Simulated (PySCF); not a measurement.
trans-ethylamine (C2H7N), singlet, geometry from GFN2-xTB. Base run: M062X/6-31+G* run with PySCF.

The PySCF input:
```python
from pyscf import gto, scf, dft, solvent

mol = gto.Mole()
mol.atom = '''
    C     1.213476   -0.334892   -0.000539
    C    -0.015114    0.579597   -0.000651
    N    -1.290446   -0.114699    0.001112
    H     2.125830    0.255879   -0.001908
    H     1.214788   -0.970561    0.883829
    H     1.213446   -0.972580   -0.883454
    H     0.006256    1.221171   -0.885941
    H     0.007600    1.223192    0.883138
    H    -1.361863   -0.710282    0.820130
    H    -1.363106   -0.712151   -0.816435
'''
mol.basis = '6-31+g*'
mol.charge = 0
mol.spin = 0
mol.verbose = 4
mol.build()

mf = dft.RKS(mol)
mf.xc = 'm062x'
mf.kernel()
```

Variants of this job, named by their change:

| change | ΔE vs base (kcal/mol) | dipole (D) | HOMO-LUMO gap (eV) |
|---|---|---|---|
| base | 0.000 | 1.50 | 8.88 |
| model = IEF-PCM; solvent = dimethylsulfoxide | -4.94 | 1.97 | 9.15 |
| model = IEF-PCM; solvent = chloroform; r_probe = 0.5 | (withheld) | (withheld) | (withheld) |
| model = ddCOSMO; solvent = chloroform | -2.65 | 1.79 | 9.08 |
| model = IEF-PCM; solvent = 2-propanol | -4.67 | 1.94 | 9.14 |
| model = IEF-PCM; solvent = chloroform; lebedev_order = 41 | -3.47 | 1.82 | 9.08 |
| model = IEF-PCM; solvent = chloroform | -3.45 | 1.82 | 9.08 |
| model = C-PCM; solvent = chloroform | (withheld) | (withheld) | (withheld) |
| model = COSMO; solvent = chloroform | -3.50 | 1.82 | 9.08 |
| model = SS(V)PE; solvent = chloroform | -3.43 | 1.81 | 9.08 |
| model = IEF-PCM; solvent = chloroform; vdw_scale = 1.1 | (withheld) | (withheld) | (withheld) |
| model = IEF-PCM; solvent = toluene | -2.22 | 1.70 | 9.01 |

### Question
What belongs in the gaps?

### Answer

- model = IEF-PCM; solvent = chloroform; r_probe = 0.5, ΔE vs base (kcal/mol): -1.41
- model = IEF-PCM; solvent = chloroform; r_probe = 0.5, dipole (D): 1.69
- model = IEF-PCM; solvent = chloroform; r_probe = 0.5, HOMO-LUMO gap (eV): 8.99
- model = C-PCM; solvent = chloroform, ΔE vs base (kcal/mol): -3.92
- model = C-PCM; solvent = chloroform, dipole (D): 1.86
- model = C-PCM; solvent = chloroform, HOMO-LUMO gap (eV): 9.10
- model = IEF-PCM; solvent = chloroform; vdw_scale = 1.1, ΔE vs base (kcal/mol): -4.54
- model = IEF-PCM; solvent = chloroform; vdw_scale = 1.1, dipole (D): 1.87
- model = IEF-PCM; solvent = chloroform; vdw_scale = 1.1, HOMO-LUMO gap (eV): 9.12

The base is the gas phase, so ΔE is the electrostatic part of solvation at a fixed geometry, without cavity and dispersion terms.
